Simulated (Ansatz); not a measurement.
Geometry optimisation, RKS PBE-D4/def2-SVP (Ansatz).

Input:

```yaml
crystal:
  periodic: [false, false, false]
  atoms:
    - { symbol: "N", position_ang: [-1.1118, 1.7226, 0.1245] }
    - { symbol: Si, position_ang: [-1.0214, -0.0115, 0.2735] }
    - { symbol: Sn, position_ang: [1.3061, -0.727, 0.8333] }
    - { symbol: Si, position_ang: [0.1984, -0.913, -1.371] }
    - { symbol: F, position_ang: [0.6643, 0.1925, -2.5216] }
    - { symbol: H, position_ang: [-0.2424, 2.1317, -0.2445] }
    - { symbol: H, position_ang: [-1.2432, 2.1493, 1.0833] }
    - { symbol: H, position_ang: [-2.1035, -0.7299, 0.8615] }
    - { symbol: H, position_ang: [1.4172, -2.2025, 1.8038] }
    - { symbol: H, position_ang: [2.4729, 0.6056, 0.9564] }
    - { symbol: H, position_ang: [-0.2713, -2.2748, -1.7788] }
basis:
  gaussian: { orbitals: def2-SVP }
hamiltonian:
  xc: pbe
  dispersion: d4
relax:
  f_tol: 0.015
  max_steps: 40
output:
  orbitals: {}
```

Run as:

```bash
$ ansatz run input.yaml --threads 2 --pin off --max-ram 3072MiB --backend cpu --events-out ev --progress --plain --runs-dir out
```

**Question.** Where does it end, and by what steps?

**Answer.** The run converged. After 15 steps the energy has fallen by 0.715 eV; H9 moved furthest, 0.80 Å.

| step | energy less start (eV) | largest force component (eV/Å) | accepted |
| --- | --- | --- | --- |
| 0 | 0.0000 | 1.479 | yes |
| 1 | -0.4786 | 0.585 | yes |
| 2 | -0.6205 | 0.573 | yes |
| 3 | -0.6401 | 0.494 | yes |
| 4 | -0.6468 | 0.269 | yes |
| 5 | -0.6560 | 0.321 | yes |
| 6 | -0.6789 | 0.298 | yes |
| 7 | -0.6878 | 0.311 | yes |
| 8 | -0.6965 | 0.430 | yes |
| 9 | -0.7021 | 0.442 | yes |
| 10 | -0.7061 | 0.498 | yes |
| 11 | -0.7100 | 0.405 | yes |
| 12 | -0.7098 | 0.317 | no |
| 13 | -0.7146 | 0.083 | yes |
| 14 | -0.7152 | 0.026 | yes |
| 15 | -0.7153 | 0.013 | yes |

```xyz
11
Properties=species:S:1:pos:R:3
N -1.078 1.817 0.310
Si -1.090 0.086 0.146
Sn 1.329 -0.887 0.910
Si 0.314 -0.879 -1.448
F 0.649 -0.355 -2.979
H -0.294 2.351 -0.072
H -1.439 2.256 1.163
H -2.437 -0.392 0.630
H 2.152 -2.300 1.502
H 2.229 0.519 1.395
H -0.269 -2.273 -1.536
```

Whether the end is a true minimum wasn't checked by a vibrational analysis.

The run took 38 s on 2 threads of Intel(R) Xeon(R) 6975P-C (Granite Rapids), with other jobs on the host, peak memory 0.2 GiB.
